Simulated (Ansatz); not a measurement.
Program: Ansatz. Geometries: PBE0-D4/def2-TZVP. ΔE: electronic, gas phase. CCSD(T)/CBS is the MP2 limit (def2-TZVPP, def2-QZVPP) plus CCSD(T) − MP2 in def2-TZVPP, frozen cores. DFT in def2-TZVPP. Elements past krypton have def2 core potentials. For Ge, I, Sn outer-core shells are correlated without core-valence functions, which leaves a few kJ/mol of doubt a bond. Scalar relativity is left out up to krypton. Each species was taken in one conformer, which may not be the lowest.

Reaction (cleavage of the Sn–Ge bond): `[OH][GeH2][SnH3]` + HI → `[SnH3][I]` + `[OH][GeH3]`

| level | ΔE (eV) |
| --- | --- |
| r2SCANh | -0.74 |
| CCSD/def2-SVP | -0.77 |
| SCS-MP2/def2-TZVPP | -0.77 |
| MP2/CBS(def2) | -0.84 |

Q: What does CCSD(T)/CBS give? (Best estimate.)

A: Ansatz gave: -0.77 eV. The listed levels differ from it by 0.03, 0.00, 0.00, -0.07 eV.

Q: What do rigid-rotor, harmonic-oscillator terms from PBE0-D4/def2-TZVP frequencies (298.15 K, 1 bar) make of the CCSD(T)/CBS value? (Estimate.)

A: Computed: ΔZPE = +0.07 eV, ΔH = -0.74 eV, ΔS = -2 J/(mol·K), ΔG = -0.73 eV.

Largest T1 diagnostic among the species: 0.013.

Leaving LDA and LC-ωPBE aside and taking each functional with its dispersion term where it has one, the values, not all of them listed here, spread over 0.17 eV, from BHLYP-D4 to PBE-D4. LDA lies +0.06 eV from PBE without D4. From PBE to PBE0 (25 % exact exchange), in def2-TZVPP and without D4, ΔE moves by −0.07 eV.
